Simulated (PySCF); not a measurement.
Compound: C5H4OP2.
Atom-mapped SMILES: `[O:1]=[CH:2][c:3]1[cH:4][p:5][cH:6][p:7][cH:8]1`

NICS = −σ at a ghost point: NICS(0) at the centroid of the ring atoms, NICS(1) 1 Å to either side along the normal of their mean plane, zz for the tensor component along that normal. Level: GIAO PBE0/pcSseg-1 (PySCF, non-relativistic, gas phase) on the GFN2-xTB geometry, one conformer.

Ring bond lengths (Å), with Mayer bond orders in brackets: C3–C4 1.390 (1.41), C4–P5 1.730 (1.34), P5–C6 1.732 (1.30), C6–P7 1.730 (1.32), P7–C8 1.733 (1.32), C8–C3 1.389 (1.38).

Task: What do the NICS probes read (ppm)?

Result: 
```tsv
ring	type	NICS(0)	NICS(1), two faces	NICS(1)zz, two faces	rms pucker (Å)	centre to ring atoms, mean (Å)
C3–C4–P5–C6–P7–C8	6-membered ring with 2 P; formal bonds all aromatic	-6.2	-10.1 / -10.1	-24.9 / -24.9	0.00	1.60
```

Task: What do they say, and how far can they be read as aromaticity?

Result: 
- C3–C4–P5–C6–P7–C8: mean NICS(1)zz -24.9 ppm, shielded.

Task: What does the geometric index give? HOMA = 1 − mean of α(R − Ropt)² over the ring bonds, with Krygowski's 1993 parameters (CC: Ropt 1.388 Å, α 257.7 Å⁻²; CP: Ropt 1.698 Å, α 118.91 Å⁻²).

Result: 
- C3–C4–P5–C6–P7–C8: HOMA 0.91; the largest term is that of P7–C8, α(R − Ropt)² = 0.14.

Task: At the first NICS(1) probe listed for ring C3–C4–P5–C6–P7–C8, 1 Å off the ring, how large is the induced field along the normal in 1 T applied along it?

Result: NICSzz × B0 = -24.9 ppm × 1 T = -25 μT, against the applied field.

Task: List the ring angles and the Hirshfeld charges of the ring atoms.

Result: 
- C3–C4–P5–C6–P7–C8: C3 126.1° (-0.011 e), C4 128.5° (-0.092 e), P5 102.5° (+0.132 e), C6 132.0° (-0.161 e), P7 102.6° (+0.124 e), C8 128.3° (-0.096 e); sum 720.0° against 720° for a flat convex ring.

The values belong to the conformer `[O:1]=[CH:2][c:3]1[cH:4][p:5][cH:6][p:7][cH:8]1`: O1–C2–C3–C4 0°.
